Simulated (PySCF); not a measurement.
## Static response to an electric field

C₅H₅ClNPS.
SMILES with atom numbers: `[CH3:1][S:2][c:3]1[cH:4][cH:5][n:6][c:7]([Cl:8])[p:9]1` (hydrogens: H10, H11, H12 on C1; H13 on C4; H14 on C5)

Structure used (GFN2-xTB), in Å, numbered top down from 1:
```
atom  x, y, z in Å
C1    -2.7270   -0.7129    0.2180
S2    -1.8629    0.8789    0.2448
C3    -0.2027    0.4069   -0.0683
C4     0.7260    1.4453   -0.1102
C5     2.0685    1.2376   -0.3490
N6     2.6340    0.0580   -0.5629
C7     1.9290   -1.0336   -0.5610
Cl8    2.8105   -2.4912   -0.8534
P9     0.2111   -1.2865   -0.3097
H10   -2.3280   -1.3577    0.9973
H11   -3.7736   -0.4965    0.4084
H12   -2.6089   -1.1757   -0.7591
H13    0.3695    2.4526    0.0511
H14    2.7539    2.0742   -0.3732
```

Level: PBE0/def2-SVPD (PySCF), static field, nuclei fixed, core orbitals frozen in the response. The polarisability tensor in these axes (au):

```
x   169.16 -13.76 -16.54
y   -13.76 139.96   8.92
z   -16.54   8.92  78.59
```

Give the principal values, the mean and the anisotropy Δα = √{½[(α1 − α2)² + (α2 − α3)² + (α1 − α3)²]}.

Principal values 75.01, 134.57 and 178.13 au; mean 129.24 au = 19.15 Å³ = 21.31 × 10⁻⁴⁰ C²·m²/J; Δα = 89.66 au (69 % of the mean).

What is the dipole moment, and where does it point?

(-3.03, 1.36, 0.63) D, 3.37 D in size, pointing from the negative to the positive side. Measured along this direction, the outermost atoms are Cl8 at the negative end and H11 at the positive end.

Find the Langevin capture rate constant for NO+ (29.998 u) meeting this molecule (176.957 u), k = 2.342 × 10⁻⁹ cm³/s × √(α in Å³ / reduced mass in u).

The reduced mass is 25.65 u, so k = 2.02 × 10⁻⁹ cm³/s. The formula leaves out the permanent dipole, which adds to the capture rate.

Rayleigh depolarisation ratio (linearly polarised light, static tensor)?

ρ = 3Δα²/(45ᾱ² + 4Δα²) = 24116.4/(751600 + 32155.2) = 0.0308.

Estimate the molar refractivity from the static electronic polarisability.

Lorentz–Lorenz: R = (4π/3)N_A α = 2.5225 cm³/(mol·Å³) × 19.15 Å³ = 48.3 cm³/mol, in the limit of long wavelengths.

Form Σ f/ω² (atomic units) for the 8 lowest TDDFT singlets, given as eV and f, and set it beside the mean polarisability, which is this sum over all singlets: 3.98, 0.0315; 4.08, 0.0033; 4.43, 0.0693; 4.57, 0.0013; 4.86, 0.2806; 5.19, 0.1608; 5.38, 0.0016; 5.48, 0.0003.

They add up to 17.54 au, 13.6 % of the 129.24 au; the largest single term is 8.79 au, from the state at 4.86 eV. Terms in order: 1.47, 0.15, 2.62, 0.05, 8.79, 4.42, 0.04, 0.01 au. Higher excitations give the rest. The strengths listed sum to 0.549.

Traceless (Buckingham) quadrupole moment about the centre of nuclear charge: eigenvalues?

-6.02, -4.04, 10.06 D·Å. The values depend on the origin, since the dipole doesn't vanish. The electronic extent ⟨r²⟩ about the same centre is 2075 bohr², a root-mean-square distance of 2.54 Å for the 90 electrons.

Geometry: GFN2-xTB, one conformer, isolated molecule.
